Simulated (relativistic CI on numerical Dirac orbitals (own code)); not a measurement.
# Sensitivity of the levels of Sm XXV to α and to the nuclear radius

Method of calculation: Dirac-Coulomb-Breit CI, orbitals from a KLI potential per configuration, derivatives by finite differences, unscaled Slater integrals, QED left out (own radial code, finite nucleus).

CI space (outside the closed core [Ar] 3d10): 4s²4p⁶4d², 4s²4p⁵4d³, 4s²4p⁶4d4f, 4s4p⁶4d²4f, 4s²4p⁶4d5p, 4s²4p⁶4f², 4s4p⁶4f³, 4p⁶4d⁴, 4p⁵4d⁵. Double excitations out of closed p, d and f shells are left out; levels of such configurations are missing from the list, as are those of other unlisted configurations, and high levels can miss mixing partners.

With x = (α/α₀)² − 1 an excitation energy changes as ω = ω₀ + qx; K = 2q/ω₀ is the relative enhancement. Terms are leading LS components, so labels can repeat. The field-shift factor is F = δν/δ⟨r²⟩ for the transition from the lowest level.

Lowest level 4s²4p⁶4d² ³F2.

| Level | ω₀ (cm⁻¹) | q (cm⁻¹) | K | F (GHz/fm²) |
| --- | --- | --- | --- | --- |
| 4s²4p⁶4d² ³P0 | 45178 | 6211 | 0.275 | 0.202 |
| 4s²4p⁶4d² ³F3 | 46787 | 51880 | 2.22 | 0.788 |
| 4s²4p⁶4d² ³P2 | 71813 | 50370 | 1.4 | 0.876 |
| 4s²4p⁶4d² ³F4 | 74035 | 63040 | 1.7 | 1.03 |
| 4s²4p⁶4d² ³P1 | 78981 | 52160 | 1.32 | 0.923 |
| 4s²4p⁶4d² ¹G4 | 119329 | 94330 | 1.58 | 1.57 |
| 4s²4p⁶4d² ³P2 | 129555 | 105300 | 1.63 | 1.75 |
| 4s²4p⁶4d² ¹S0 | 187780 | 98380 | 1.05 | 1.63 |
| 4s²4p⁵4d³ ⁵F°2 | 875103 | 38630 | 0.0883 | 3.24 |
| 4s²4p⁵4d³ ⁵D°1 | 879466 | 43570 | 0.0991 | 3.3 |
| 4s²4p⁵4d³ ⁵D°0 | 890232 | 50810 | 0.114 | 3.57 |
| 4s²4p⁵4d³ ⁵F°3 | 895134 | 68100 | 0.152 | 3.64 |
| 4s²4p⁵4d³ ⁵S°2 | 912117 | 88230 | 0.193 | 3.61 |
| 4s²4p⁵4d³ ⁵F°4 | 913804 | 89890 | 0.197 | 3.96 |
| 4s²4p⁵4d³ ⁵D°3 | 916896 | 52400 | 0.114 | 3.18 |
| 4s²4p⁵4d³ ³F°2 | 928239 | 85280 | 0.184 | 3.96 |
| 4s²4p⁵4d³ ⁵G°5 | 932645 | 95290 | 0.204 | 3.92 |
| 4s²4p⁵4d³ ⁵D°1 | 933060 | 89690 | 0.192 | 3.52 |
| 4s²4p⁵4d³ ⁵D°4 | 938831 | 95710 | 0.204 | 3.85 |
| 4s²4p⁵4d³ ³G°3 | 942422 | 81720 | 0.173 | 4.26 |
| 4s²4p⁵4d³ ⁵G°6 | 947396 | 89120 | 0.188 | 3.73 |
| 4s²4p⁵4d³ ³G°4 | 958978 | 93030 | 0.194 | 4.22 |
| 4s²4p⁵4d³ ³P°0 | 961406 | 60820 | 0.127 | 4.09 |

At this charge energies of transitions that change n are usually good to better than 1 %, and those within a shell (Δn = 0) to a few per cent. Terms inside the open d or f shell come out 10 to 20 % too wide with unscaled integrals.
